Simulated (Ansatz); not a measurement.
HfAlHCl4F2, singlet: at a first-order saddle point.

in.yaml

```yaml
crystal:
  periodic: [false, false, false]
  atoms:
    - {symbol: Al, position_ang: [-0.722305, -1.524318, 0.614005]}
    - {symbol: H, position_ang: [-1.543457, -0.260585, 1.115791]}
    - {symbol: F, position_ang: [-0.375338, -0.898936, -1.016179]}
    - {symbol: F, position_ang: [-1.121132, -3.103522, 0.733807]}
    - {symbol: Hf, position_ang: [0.486840, 0.995458, -0.465249]}
    - {symbol: Cl, position_ang: [1.344347, -0.931913, 1.183407]}
    - {symbol: Cl, position_ang: [-1.190154, 2.043018, -1.679963]}
    - {symbol: Cl, position_ang: [0.742911, 2.499021, 1.282500]}
    - {symbol: Cl, position_ang: [2.378388, 1.181776, -1.768119]}
basis:
  gaussian: {orbitals: def2-SVP}
hamiltonian: {xc: {name: wB97M-V}}
```

Run by:

```bash
ansatz run in.yaml --threads 4 --pin off --events-out ev --progress --plain --max-ram 63488MiB --backend cpu
```

What Ansatz 0.2.0 printed:

```
Functional definition: wB97M-V
  name "wB97M-V"
  cite "Mardirossian & Head-Gordon, J. Chem. Phys. 144, 214110 (2016) doi:10.1063/1.4952647"
  cite "Becke, J. Chem. Phys. 107, 8554 (1997) doi:10.1063/1.475007"
  cite "Vydrov & Van Voorhis, J. Chem. Phys. 133, 244103 (2010) doi:10.1063/1.3521275"
  # Of w^i u^j: cxij and so on, Table III.
  parameter omega = 0.3/bohr
  parameter cx = 0.15
  parameter cx01 = 1.007
  parameter cx10 = 0.259
  parameter css00 = 0.443
  parameter css04 = -1.437
  parameter css10 = -4.535
  parameter css20 = -3.390
  parameter css43 = 4.278
  parameter cos00 = 1.000
  parameter cos10 = 1.358
  parameter cos20 = 2.924
  parameter cos21 = -8.812
  parameter cos60 = -1.390
  parameter cos61 = 9.142
  parameter b = 6.0
  parameter c = 0.01
  gx(w, u) = 1 - cx + cx01*u + cx10*w
  gss(w, u) = css00 + css04*u^4 + css10*w + css20*w^2 + css43*w^4*u^3
  gos(w, u) = cos00 + cos10*w + (cos20 + cos21*u)*w^2 + (cos60 + cos61*u)*w^6
  exchange = spin_sum(e_x_unif_sr(omega)*gx(b97_w, b97_u_x)) + cx*exact_x_sr(omega) + exact_x_lr(omega)
  correlation = spin_sum(e_c_pw_mod_same_spin*gss(b97_w, b97_u_same))
      + integral(e_c_pw_mod_opposite_spin*gos(b97_w_opposite, b97_u_opposite)) + vv10(b, c)
1418 factors; integrals over basis functions are off by at most 9.1e-4 eV
335 factors; integrals over basis functions are off by at most 1.3e-5 eV
mean field evaluation 1: about -63424.4825 eV, gradient 4.9e1 eV
mean field evaluation 2: about -63422.7161 eV, gradient 6.4e1 eV
mean field evaluation 4: about -63429.9170 eV, gradient 1.8e0 eV
mean field evaluation 8: about -63430.0439 eV, gradient 1.6e-1 eV
mean field evaluation 16: about -63430.0439 eV, gradient 1.5e-4 eV
mean field -63430.04394970 eV, -2331.0111207235 hartree, gradient 6.3e-5 eV, S^2 0.000000; 0 other end points of the search recorded, 0 dependent functions left out
reference -63430.04404523 eV, -2331.0111242340 hartree; 56, 56 occupied and 99, 99 virtual orbitals, 1418 factors
Total energy: -63430.04404523 eV, -2331.0111242340 hartree
```

Hardware: 4 CPU threads of an AMD EPYC 7R13, shared host. Wall time 10 s; peak host memory 0.8 GiB.
